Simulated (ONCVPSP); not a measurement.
Pseudopotential generation for hydrogen (H): ONCV, LDA (Perdew-Wang 92), scalar-relativistic.

The input file (ONCVPSP 4.0.1):

```
# ATOM AND REFERENCE CONFIGURATION
# atsym  z   nc   nv     iexc    psfile
  H 1.00    0    1  -001012      upf
#
#   n    l    f
    1    0    1.00
#
# PSEUDOPOTENTIAL AND OPTIMIZATION
# lmax
    1
#
#   l,   rc,      ep,       ncon, nbas, qcut
    0    1.25    0.00    4    8    4.20
    1    1.20    0.02    4    8    7.60
#
# LOCAL POTENTIAL
# lloc, lpopt,  rc(5),   dvloc0
    4    5    1.15   -1.00
#
# VANDERBILT-KLEINMAN-BYLANDER PROJECTORs
# l, nproj, debl
    0    2    0.90
    1    2    1.90
#
# MODEL CORE CHARGE
# icmod, fcfact, rcfact
    0    0.00    0.00
#
# LOG DERIVATIVE ANALYSIS
# epsh1, epsh2, depsh
   -2.00    5.00    0.02
#
# OUTPUT GRID
# rlmax, drl
    6.00    0.01
#
# TEST CONFIGURATIONS
# ncnf
    1
# nvcnf
#   n    l    f
    1
    1    0    0.50
#
```

Command:

```bash
oncvpsp.x < H.dat > H.out
```

Output (shortened: citation, most of the input echo, consistency checks and plot data are left out):

```
ONCVPSP  (Optimized Norm-Conservinng Vanderbilt PSeudopotential)
scalar-relativistic version 4.0.1

#   n    l    f        energy (Ha)
    1    0    1.00    -2.3345876E-01

Reference configufation results
  iterations    20
  all-electron total energy (Ha)   -4.45672080D-01

Begin loop to  construct optimized pseudo wave functions
and semi-local pseudopoentials for all angular momenta

   Wellstate for l =  0  n =  2
     eigenvalue =   0.6665
     asymptotic potential =   1.1665
     half-point radius =  3.4017

Calculating optimized projector #   1

 for l=   0

    Fraction of norm inside rc  0.401041
    Optimizing pswf for qcut=   4.18 a_B^-1,  ecut=   8.76 Ha
    Residual kinetic energy error=  3.16D-03 Ha

    Energy error per electron        Cutoff
         Ha          eV             Ha
         0.01000     0.27211        6.11
         0.00100     0.02721       14.61
         0.00010     0.00272       96.30
         0.00001     0.00027      115.93

Calculating optimized projector #   2

 for l=   0

    Fraction of norm inside rc  0.197545
    Optimizing pswf for qcut=   4.18 a_B^-1,  ecut=   8.76 Ha
    Residual kinetic energy error=  4.36D-03 Ha

    Energy error per electron        Cutoff
         Ha          eV             Ha
         0.01000     0.27211        6.78
         0.00100     0.02721       12.00
         0.00010     0.00272       47.56
         0.00001     0.00027      142.40

   Wellstate for l =  1  n =  2
     eigenvalue =   0.0200
     asymptotic potential =   0.5200
     half-point radius = 41.9485

   Wellstate for l =  1  n =  3
     eigenvalue =   1.9200
     asymptotic potential =   2.4200
     half-point radius =  2.9350

Calculating optimized projector #   1

 for l=   1

    Fraction of norm inside rc  0.001101
    Optimizing pswf for qcut=   7.60 a_B^-1,  ecut=  28.87 Ha
    Residual kinetic energy error=  4.50D-09 Ha

    Energy error per electron        Cutoff
         Ha          eV             Ha
         0.01000     0.27211        0.13
         0.00100     0.02721        0.60
         0.00010     0.00272        1.99
         0.00001     0.00027        5.62

Calculating optimized projector #   2

 for l=   1

    Fraction of norm inside rc  0.151286
    Optimizing pswf for qcut=   7.60 a_B^-1,  ecut=  28.87 Ha
    Residual kinetic energy error=  2.67D-06 Ha

    Energy error per electron        Cutoff
         Ha          eV             Ha
         0.01000     0.27211        5.13
         0.00100     0.02721       10.42
         0.00010     0.00272       17.91
         0.00001     0.00027       24.79

Construct Vanderbilt / Kleinmman-Bylander projectors

B matrix Hermiticity error, ll=   0
   1   2    1.5401E-05

  Orthonormal projector coefficients -2.4277E+00  1.2395E+00

B matrix Hermiticity error, ll=   1
   1   2    1.9714E-06

  Orthonormal projector coefficients  3.0312E-01  1.3451E-01

Pseudoatom total energy   -0.444748

Diagnostic tests using Vanderbilt-Kleinman-Bylander pseudopotentials
  1 or more projectors used as specified by nproj input data

   l    rcore       rmatch      e in        delta e   norm test  slope test

   0   1.2512710   1.2892623  -0.2334588  -0.0000015   1.0000096   1.0000213
   0   1.2512710   1.2892623   0.6665412   0.0000001   1.0000349   1.0000349

   1   1.2071562   1.2438081   0.0200000   0.0000132   1.0000272   1.0000272
   1   1.2071562   1.2438081   1.9200000   0.0000357   1.0000492   1.0000492

 Testing for bound ghosts
   n   l    E NL Schr. Eq   E Basis Diag.   E Cutoff

   1   0       -0.233460       -0.197377    166.59

 Testing for highly-localized positive-energy ghosts
       l    <radius>/rc     E Basis Diag.   E Cutoff

Test configuration 0

   n   l     f        eae           eps        diff
   1   0  1.0000   -0.23345876   -0.23346024   -1.48D-06

    Total energies and differences
      AE_ref= -4.45672080D-01  AE_tst= -4.45672080D-01  dif=  0.00D+00
      PS_ref= -4.44747855D-01  PS_tst= -4.44747855D-01  dif= -2.22D-16
      PSP excitation error=  2.22D-16

Test configuration 1

   n   l     f        eae           eps        diff
   1   0  0.5000   -0.45310618   -0.45228505    8.21D-04

    Total energies and differences
      AE_ref= -4.45672080D-01  AE_tst= -2.75090234D-01  dif=  1.71D-01
      PS_ref= -4.44747855D-01  PS_tst= -2.74326164D-01  dif=  1.70D-01
      PSP excitation error=  1.60D-04
```

The run took about 1.8 s on one core of a shared server CPU.
